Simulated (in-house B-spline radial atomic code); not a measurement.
# Ionising the beryllium ion Be⁺ with different functionals

Computed with a B-spline radial code for spherical atoms: non-relativistic Hamiltonian, point nucleus, spin-polarised at highest spin, spherical fractional occupations for the functionals, and exact exchange of hybrids averaged over the configuration. The ionisation energy is the difference of two self-consistent energies, [He] 2s1 → 1s2, without Breit or QED terms; ε is the level of the shell that loses the electron (its least bound occupied spin orbital).

| method | rung | ΔSCF (eV) | -ε(2s) (eV) |
| --- | --- | --- | --- |
| PBE0 | global hybrid | 18.46 | 15.48 |
| B3LYP | global hybrid | 18.62 | 15.25 |
| TPSSh | global hybrid | 18.38 | 14.91 |
| M06-2X | global hybrid | 18.38 | 16.35 |
| BHandHLYP | global hybrid | ? | ? |
| r2SCAN0 | global hybrid | 18.23 | 15.54 |
| B97-1 | global hybrid | 18.33 | 15.19 |
| HSE06 | range-separated hybrid | 18.45 | 15.07 |
| wB97X | range-separated hybrid | 17.94 | 17.61 |
| CAM-B3LYP | range-separated hybrid | 18.61 | 16.72 |
| LC-wPBE | range-separated hybrid | ? | ? |

Problem. What does LC-wPBE give?

Solution. ΔSCF 18.53 eV, and -ε(2s) = 18.16 eV.

Problem. What does BHandHLYP give?

Solution. ΔSCF 18.50 eV, and -ε(2s) = 16.31 eV.

Problem. Among the functionals, which spreads more, the ΔSCF values or the orbital energies?

Solution. The orbital energies: ΔSCF values span about 0.68 eV and the orbital energies 3.25 eV; here energy differences depend much less on the functional than eigenvalues do.

Problem. How do they compare with the NIST value?

Solution. NIST lists 18.211 eV (measured, ground level to ground level). Errors run from -0.27 to +0.41 eV; r2SCAN0 is closest (+0.02 eV), but part of that can be cancellation, since the calculations leave out relativity, Breit-QED terms.
